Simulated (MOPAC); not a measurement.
MOPAC input (PM3):

```
PM3 PRECISE GNORM=0.05 LET XYZ UHF MS=0.5 GEO-OK AUX(PRECISION=9) THREADS=1
C5H7Ge

Ge    1.60233000 1   -0.09262200 1    0.26263600 1
C    -0.29489300 1    0.03361600 1   -0.05589800 1
C    -1.07879400 1    1.11001900 1    0.20177000 1
C    -2.50769300 1    0.78988900 1   -0.12121700 1
C    -2.43642000 1   -0.63411700 1   -0.58802800 1
C    -1.16320200 1   -1.05488600 1   -0.53837500 1
H     2.28728700 1   -1.00813800 1   -0.77872300 1
H     2.24596400 1    1.31257700 1    0.27881200 1
H    -0.74969900 1    2.06774400 1    0.57818100 1
H    -3.16108300 1    0.90773200 1    0.75244700 1
H    -2.91253600 1    1.45818700 1   -0.89111000 1
H    -3.29250500 1   -1.20535200 1   -0.91506600 1
H    -0.80599400 1   -2.03596500 1   -0.81839800 1
```

From the output:

```
                                                       MOPAC v23.2.5 Linux

          FINAL HEAT OF FORMATION =         61.88611 KCAL/MOL =     258.93148 KJ/MOL

          COSMO AREA              =        145.66 SQUARE ANGSTROMS
          COSMO VOLUME            =        140.18 CUBIC ANGSTROMS

          GRADIENT NORM           =          0.04177          =       0.01158 PER ATOM
          IONIZATION POTENTIAL    =          9.156590 EV
          ALPHA SOMO LUMO (EV)    =         -9.157  0.292
          BETA  SOMO LUMO (EV)    =         -9.387 -2.046
          NO. OF ALPHA ELECTRONS  =         16
          NO. OF BETA  ELECTRONS  =         15
          MOLECULAR WEIGHT        =        139.7003         POINT GROUP:  Cs

          MOLECULAR DIMENSIONS (Angstroms)

            Atom       Atom       Distance
            H    12    H     8     6.24064
            H     7    H    10     4.52683
            H    11    H    10     1.74326

          SCF CALCULATIONS        =         50

   ATOM   CHEMICAL          X               Y               Z
  NUMBER   SYMBOL      (ANGSTROMS)     (ANGSTROMS)     (ANGSTROMS)

     1      Ge          1.52127461  *  -0.04378250  *   0.12699582  *
     2       C         -0.26616342  *   0.03503203  *  -0.06931853  *
     3       C         -1.06626003  *   1.12393096  *   0.21107316  *
     4       C         -2.49587909  *   0.78176500  *  -0.08760513  *
     5       C         -2.40711797  *  -0.63657756  *  -0.57228685  *
     6       C         -1.10407950  *  -1.04451302  *  -0.55167437  *
     7       H          2.30544497  *  -1.26755062  *  -0.20291046  *
     8       H          2.31349854  *   1.11289195  *   0.63139406  *
     9       H         -0.75206824  *   2.09443243  *   0.58961625  *
    10       H         -3.13293395  *   0.86926956  *   0.81143812  *
    11       H         -2.92412912  *   1.45167900  *  -0.85544152  *
    12       H         -3.27772686  *  -1.20954842  *  -0.88188062  *
    13       H         -0.72124927  *  -2.02104941  *  -0.84520622  *

                             CARTESIAN COORDINATES

   1   Ge        1.521274607    -0.043782496     0.126995820
   2    C       -0.266163419     0.035032025    -0.069318533
   3    C       -1.066260033     1.123930963     0.211073164
   4    C       -2.495879090     0.781765003    -0.087605128
   5    C       -2.407117969    -0.636577563    -0.572286855
   6    C       -1.104079498    -1.044513019    -0.551674367
   7    H        2.305444967    -1.267550622    -0.202910462
   8    H        2.313498536     1.112891948     0.631394056
   9    H       -0.752068242     2.094432426     0.589616247
  10    H       -3.132933955     0.869269558     0.811438115
  11    H       -2.924129116     1.451679000    -0.855441524
  12    H       -3.277726860    -1.209548418    -0.881880621
  13    H       -0.721249265    -2.021049412    -0.845206217

           Empirical Formula: C5 H7 Ge  =    13 atoms

      MOLECULAR POINT GROUP   :   Cs

          ALPHA EIGENVALUES
 -39.17161 -27.51638 -26.75321 -19.42298 -18.40267 -17.62150 -15.05825 -14.30288
 -13.90145 -13.58381 -12.94968 -12.06529 -12.02146 -11.56836  -9.77363  -9.15659
   0.29211   0.64327   0.92005   1.99077   2.95431   3.23660   3.49084   3.91014
   3.97067   4.25914   4.32681   4.54169   5.49373   5.71782   5.98015

           BETA EIGENVALUES
 -39.11891 -27.26867 -26.91017 -19.42879 -18.30206 -17.72138 -14.96334 -14.34650
 -13.86753 -13.47192 -13.04124 -12.12309 -12.08135 -11.27465  -9.38697  -2.04571
   0.52598   0.57059   0.76603   2.03621   3.24998   3.47921   3.77676   3.87055
   3.94269   4.34389   4.34518   4.60596   5.59582   5.68333   5.97381

              NET ATOMIC CHARGES AND DIPOLE CONTRIBUTIONS

  ATOM NO.   TYPE          CHARGE      No. of ELECS.   s-Pop       p-Pop
    1         Ge           0.318857        3.6811     0.67627     3.00487
    2          C          -0.261373        4.2614     1.24789     3.01349
    3          C          -0.108928        4.1089     1.21559     2.89334
    4          C          -0.058835        4.0588     1.14682     2.91202
    5          C          -0.167506        4.1675     1.21221     2.95530
    6          C          -0.093084        4.0931     1.19109     2.90200
    7          H          -0.067840        1.0678     1.06784
    8          H          -0.071296        1.0713     1.07130
    9          H           0.117080        0.8829     0.88292
   10          H           0.080345        0.9197     0.91966
   11          H           0.080333        0.9197     0.91967
   12          H           0.115305        0.8847     0.88469
   13          H           0.116941        0.8831     0.88306
 DIPOLE           X         Y         Z       TOTAL
 POINT-CHG.    -0.167     0.359     0.104     0.410
 HYBRID        -0.829     0.072    -0.078     0.836
 SUM           -0.996     0.432     0.026     1.086

          ATOMIC ORBITAL ELECTRON POPULATIONS

     Atom    s        px        py        pz
    1 Ge   0.67627   0.88956   1.03846   1.07685
    2  C   1.24789   1.06395   0.96323   0.98630
    3  C   1.21559   0.94805   0.97486   0.97044
    4  C   1.14682   0.95887   0.95322   0.99993
    5  C   1.21221   0.97408   0.96671   1.01450
    6  C   1.19109   0.93663   0.97404   0.99132
    7  H   1.06784
    8  H   1.07130
    9  H   0.88292
   10  H   0.91966
   11  H   0.91967
   12  H   0.88469
   13  H   0.88306

                    (SZ)    =    0.500000
                    (S**2)  =    1.129395

          ATOMIC ORBITAL SPIN POPULATIONS

    Atom   Total    s     px     py     pz
         Atomic
    1 Ge  1.1496  0.082  0.106  0.186  0.775
    2  C -0.5376 -0.049 -0.084 -0.087 -0.318
    3  C  0.6884  0.045  0.051  0.103  0.489
    4  C -0.0187 -0.002 -0.033  0.018 -0.002
    5  C -0.4911 -0.032 -0.043 -0.068 -0.348
    6  C  0.4353  0.032  0.047  0.068  0.288
    7  H -0.0977 -0.098
    8  H -0.0980 -0.098
    9  H -0.0458 -0.046
   10  H  0.0055  0.006
   11  H  0.0055  0.006
   12  H  0.0323  0.032
   13  H -0.0277 -0.028

 **********************
 *                    *
 * JOB ENDED NORMALLY *
 *                    *
 **********************

 == MOPAC DONE ==
```

The geometry given is a B3LYP-D3(BJ)/def2-TZVP minimum.

The determinant is spin-contaminated: <S^2> is 1.13 against 0.75 for a pure state.
